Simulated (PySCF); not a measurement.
H2SSi, SMILES [SiH]S (connectivity only; charge and spin as stated), neutral, multiplicity 1.

The structure is a stationary point at PBE-D3(BJ)/def2-TZVP.

Two levels are set side by side: PBE/def2-TZVPD (PySCF) and PBE0/def2-TZVPD (PySCF). Same geometry, gas phase. Differences are taken from unrounded values.

```
quantity                      PBE0
---------------------------  -----
orbital gap (eV)              4.39
highest occupied level (eV)  -6.96
lowest empty level (eV)      -2.57
dipole moment (D)             0.63
mean polarisability (bohr³)   56.5
```

Problem. What does PBE give, and how far is it from PBE0? (The exact figures need the calculation; the answer reports its results.)

Solution. 
| quantity | PBE | PBE minus PBE0 |
|---|---|---|
| orbital gap (eV) | 2.54 | -1.84 |
| highest occupied level (eV) | -5.91 | 1.04 |
| lowest empty level (eV) | -3.37 | -0.80 |
| dipole moment (D) | 0.64 | 0.01 |
| mean polarisability (bohr³) | 58.1 | 1.6 |

PBE's occupied levels lie high since its potential decays too fast outside the molecule; exact exchange lowers them and widens the gap. Differences between two approximate levels are no errors against the true value.

Rough cost on one machine, each run with all the roots and properties that it gave: PBE0 against PBE within a factor of 2.
